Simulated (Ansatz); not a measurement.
Basis-set series for GaH₃Se (`[GaH2][SeH]`). Total charge 0; spin multiplicity 1. All single points use the PBE0-D4/def2-TZVP geometry.

Z-matrix (Å, degrees):
```
Ga
Se 1 2.322
H 1 1.560 2 118.4
H 1 1.560 2 115.1 3 -180.0
H 2 1.468 1 93.6 3 -0.0
```

```
functional       basis  functions  energy (Eh)  HOMO (eV)  LUMO (eV)
   PBE0-D4  def2-TZVPP        138  -4327.69590      -7.35      -1.58
   PBE0-D4  def2-QZVPP        268  -4327.79023      -7.35      -1.60
   ωB97M-V  def2-TZVPP        138  -4327.98227      -9.46       0.12
   ωB97M-V  def2-QZVPP        268  -4328.07386      -9.46      -0.02
```

(1) Give the rows for def2-SVP. (Estimate.)

Results:

(1) The calculation gave: 
```
functional     basis  functions  energy (Eh)  HOMO (eV)  LUMO (eV)
   PBE0-D4  def2-SVP         79  -4327.15277      -7.26      -1.51
   ωB97M-V  def2-SVP         79  -4327.44039      -9.35       0.23
```

Positive LUMOs are unbound and depend on the basis. Scalar relativity is left out up to krypton.

Results of the Gaussian-basis code of Ansatz.
